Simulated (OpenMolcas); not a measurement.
Ta4+ (d1) among equal point charges was computed by CASSCF with the d shell active (OpenMolcas, ANO-RCC-VDZP on the metal). Its lowest spin-free states, and all those of the highest spin:

```
2S+1  Degeneracy  E (cm-1)
   2           2       0.0
   2           2     10565
   2           1     13098
```

Q: Is the site octahedral, tetrahedral or cube-like, axial, or of lower symmetry?

A: The states with 2S+1 = 2 have orbital degeneracies 2, 2, 1. There are pairs but no triples, so the site is axial: not cubic, but with a proper or improper axis of order three or more. The run had Ta4+ among 2 point charges of -1.5 e arranged as a linear pair (D∞h), 2.25 Å from the ion.

This is an electrostatic model: the charges have no orbitals. No measured value stands beside these numbers.
